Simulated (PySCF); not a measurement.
**F⁻ (fluorine, charge -1) across methods**

[Ne], closed-shell 1S. Calculation: PySCF 2.14, in aug-cc-pVQZ; no relativity, point nucleus. The B2PLYP total includes its PT2 part (frozen core); its orbital energies are those of the SCF part.

```csv
method,E (hartree),mean ε 1s (eV),mean ε 2s (eV),mean ε 2p (eV),Σ⟨r²⟩ (bohr²),⟨S²⟩
UHF,-99.45746,-702.89,-29.250,-4.925,15.98,0.000
TPSSh,-99.8899,-657.32,-18.497,0.874,17.57,0.000
B2PLYP,-99.8564,-677.71,-23.371,-1.964,16.85,0.000
PBE,-99.8074,-648.28,-16.689,1.525,18.27,0.000
PBE0,-99.7983,-661.88,-19.926,-0.149,17.37,0.000
LDA,-99.2634,-643.85,-16.472,1.325,18.23,0.000
r2SCAN,-99.8522,-654.27,-18.070,1.305,17.53,0.000
revPBE,-99.8688,-648.58,-16.699,1.608,18.25,0.000
```

Estimate the same row for HSE06.

E (hartree) = -99.8084; mean ε 1s (eV) = -661.48; mean ε 2s (eV) = -19.472; mean ε 2p (eV) = 0.261; Σ⟨r²⟩ (bohr²) = 17.36; ⟨S²⟩ = 0.000.

The highest occupied level is positive at TPSSh, PBE, HSE06, LDA, r2SCAN, revPBE: only the finite basis holds that electron, which in a density functional comes from self-interaction.
